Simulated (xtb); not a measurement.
C$_{4}$H$_{9}$, charge -1, singlet, from a rough starting geometry; GFN2-xTB (xtb 6.7.1).

The xtb input:
```
$ xtb mol.xyz --gfn 2 --chrg -1 --opt vtight --json

# file mol.xyz
13

C      0.00631321     0.13199464     0.30457835
H      0.04323752     0.11016837     1.42452431
C      0.01206002     1.58991117    -0.14342501
H     -0.86636629     2.10694066     0.25730987
H      0.88384862     2.06673773     0.23560316
C      1.26957075    -0.63285543    -0.16342283
H      1.22085359    -0.60828273    -1.23968401
H      2.16187785    -0.09155835     0.17506629
H      1.30697360    -1.61036625     0.26621776
C     -1.22984377    -0.64068119    -0.17052579
H     -1.30348761    -0.60245874    -1.22871872
H     -1.28968970    -1.61668027     0.20824629
H     -2.17152956    -0.07604317     0.24357067
```

The log (banner, timings and long lists left out):

```
   ID    Z sym.   atoms
    1    6 C      1, 3, 6, 10
    2    1 H      2, 4, 5, 7-9, 11-13

           -------------------------------------------------
          |                Calculation Setup                |
           -------------------------------------------------

           -------------------------------------------------
          |                 G F N 2 - x T B                 |
           -------------------------------------------------

          ...................................................
          :                      SETUP                      :
          :.................................................:
          :  # basis functions                  25          :
          :  # atomic orbitals                  25          :
          :  # shells                           17          :
          :  # electrons                        26          :
          :  max. iterations                   250          :
          :  Hamiltonian                  GFN2-xTB          :
          :  restarted?                      false          :
          :  GBSA solvation                  false          :
          :  PC potential                    false          :
          :  electronic temp.          300.0000000     K    :
          :  accuracy                    1.0000000          :
          :  -> integral cutoff          0.2500000E+02      :
          :  -> integral neglect         0.1000000E-07      :
          :  -> SCF convergence          0.1000000E-05 Eh   :
          :  -> wf. convergence          0.1000000E-03 e    :
          :  Broyden damping             0.4000000          :
          :  net charge                         -1          :
          :  unpaired electrons                  0          :
          ...................................................

 iter      E             dE          RMSdq      gap      omega  full diag
   1    -13.2891529 -0.132892E+02  0.363E+00    9.67       0.0  T
   2    -13.4060730 -0.116920E+00  0.207E+00    6.82       1.0  T
   3    -13.4068083 -0.735349E-03  0.126E+00    6.76       1.0  T
   4    -13.4069813 -0.172923E-03  0.163E-01    6.50       1.0  T
   5    -13.4070578 -0.765229E-04  0.800E-02    6.49       1.0  T
   6    -13.4070596 -0.183290E-05  0.148E-02    6.50       1.9  T
   7    -13.4070598 -0.152957E-06  0.340E-03    6.51       8.2  T
   8    -13.4070598 -0.546133E-08  0.134E-03    6.51      20.7  T
   9    -13.4070598 -0.949356E-09  0.281E-04    6.51      98.7  T
[...]
 * total energy  :   -13.2107380 Eh     change       -0.6512124E-11 Eh
 * total energy  :   -13.2228072 Eh     change       -0.1206921E-01 Eh
 * total energy  :   -13.2244377 Eh     change       -0.1630507E-02 Eh
 * total energy  :   -13.2245306 Eh     change       -0.9291928E-04 Eh
 * total energy  :   -13.2245497 Eh     change       -0.1906950E-04 Eh
 * total energy  :   -13.2245591 Eh     change       -0.9424485E-05 Eh
 * total energy  :   -13.2245638 Eh     change       -0.4691810E-05 Eh
 * total energy  :   -13.2245654 Eh     change       -0.1602619E-05 Eh
 * total energy  :   -13.2245659 Eh     change       -0.4475546E-06 Eh
 * total energy  :   -13.2245660 Eh     change       -0.1525547E-06 Eh
 * total energy  :   -13.2245661 Eh     change       -0.1090691E-06 Eh
 * total energy  :   -13.2245662 Eh     change       -0.7890360E-07 Eh
   *** GEOMETRY OPTIMIZATION CONVERGED AFTER 12 ITERATIONS ***
         :: total energy             -13.224566191354 Eh    ::
[...]
    11   1 H        0.925     0.002     3.017     2.716
    12   1 H        0.924    -0.037     3.794     3.046
    13   1 H        0.925    -0.006     3.163     2.781

 Mol. C6AA /au·bohr⁶  :       1551.486067
 Mol. C8AA /au·bohr⁸  :      30572.123777
 Mol. α(0) /au        :         60.220428

Wiberg/Mayer (AO) data.
largest (>0.10) Wiberg bond orders for each atom

 ---------------------------------------------------------------------------
     #   Z sym  total        # sym  WBO       # sym  WBO       # sym  WBO
 ---------------------------------------------------------------------------
     1   6 C    3.914 --    10 C    0.996     6 C    0.996     3 C    0.981
                             2 H    0.936
     2   1 H    0.990 --     1 C    0.936
     3   6 C    2.948 --     1 C    0.981     5 H    0.951     4 H    0.951
     4   1 H    0.967 --     3 C    0.951
     5   1 H    0.967 --     3 C    0.951
     6   6 C    3.988 --     1 C    0.996     8 H    0.989     7 H    0.989
                             9 H    0.985
     7   1 H    1.000 --     6 C    0.989
     8   1 H    1.000 --     6 C    0.989
     9   1 H    0.999 --     6 C    0.985
    10   6 C    3.988 --     1 C    0.996    13 H    0.989    11 H    0.989
                            12 H    0.985
    11   1 H    1.000 --    10 C    0.989
    12   1 H    0.999 --    10 C    0.985
    13   1 H    1.000 --    10 C    0.989
 ---------------------------------------------------------------------------

Topologies differ in total number of bonds
Writing topology from bond orders to xtbtopo.mol

molecular dipole:
                 x           y           z       tot (Debye)
 q only:       -0.014      -2.053      -0.284
   full:       -0.010      -2.359       0.377       6.074
molecular quadrupole (traceless):
                xx          xy          yy          xz          yz          zz
 q only:        2.849      -0.050      -7.961       0.017      -0.266       5.111
  q+dip:        3.403      -0.032      -8.336       0.025       2.518       4.933
   full:        3.867      -0.032      -8.052       0.014       2.578       4.185

optimized geometry written to: xtbopt.xyz

           -------------------------------------------------
          | TOTAL ENERGY              -13.224566191354 Eh   |
          | GRADIENT NORM               0.000084967503 Eh/α |
          | HOMO-LUMO GAP               8.421752679022 eV   |
           -------------------------------------------------
```
